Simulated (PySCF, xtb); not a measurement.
CH7NSi3, SMILES [SiH3][Si@H]1N=C[SiH2]1.

Harmonic wavenumbers (cm⁻¹) from GFN2-xTB run with xtb at its own minimum, in rising order: 20, 82, 100, 236, 321, 355, 424, 428, 460, 476, 496, 526, 592, 617, 722, 732, 775, 797, 807, 810, 822, 1230, 1603, 2097, 2207, 2214, 2219, 2241, 2246, 2949.

Task: What does PBE-D3(BJ)/def2-SVP (PySCF 2.14.0) give at its own minimum? (Estimate from the structure and the level; the computed values follow.)

Result: 70, 91, 100, 200, 344, 396, 413, 454, 484, 523, 554, 591, 644, 676, 727, 744, 824, 872, 896, 897, 901, 1243, 1539, 2121, 2137, 2144, 2149, 2165, 2170, 2936. Paired by order, the mean absolute difference is 46 cm⁻¹ and the zero-point energies are 42.3 and 42.9 kcal/mol.
